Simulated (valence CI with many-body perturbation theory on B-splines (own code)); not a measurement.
Questions on Au66+

Calculated by relativistic CI+MBPT: three valence electrons over a frozen Dirac-Fock core [Ne], radial functions for each j: 9 s, 9 p, 8 d, 6 f, 3 g, 1 h, with the one-electron correlation potential Σ1, the two-electron term Σ2, the three-electron term Σ3, Breit, model QED; selected CI, second order for the rest, scaled by the run's own slope (own B-spline code, finite nucleus).

The last digits are not significant, and no measured levels were compared; by estimate large intervals hold to a few tenths of a per cent, small ones and those within an open d or f shell to about a per cent.

Levels are named by their leading jj configuration (3d3/2^4 stands for four electrons in 3d with j = 3/2), which in mixed levels can hold well under half, so a name can repeat and another be missing.

Rates and lifetimes use the calculated energies. Strong lines usually hold to 10 to 20 %, long lifetimes can be off by a factor of two.

(1) What is the ground level?

(2) What is the ionisation energy?

(3) Among levels below 109.79 Ry, which E1 lines absorb most strongly from the ground level?

(4) Name the longest-lived excited levels whose lifetime is computed, and their main decay.

(5) What are the static dipole polarisabilities of the lowest levels?

Results:

(1) (3s^2 3p1/2) J=1/2, composition 100 % 3s2.3p 2P°, g = 0.644.

(2) 7910.8 eV; NIST lists 7910 ± 40 eV (theoretical).

(3) to (3s^2 3d3/2) J=3/2 at 1.647 nm, f = 0.527; to (3s 3p1/2 3p3/2) J=1/2 at 1.761 nm, f = 0.226; to (3s 3p1/2 3p3/2) J=3/2 at 1.790 nm, f = 0.120.

(4) (3s 3p3/2 3d5/2) J=9/2 at 109.22 Ry lives 1.79 ns, mostly by M1 to (3s 3p1/2 3d5/2) J=7/2.

(5) (3s^2 3p1/2) J=1/2 0.00196 bohr³, of which the core gives 3.28e-05.
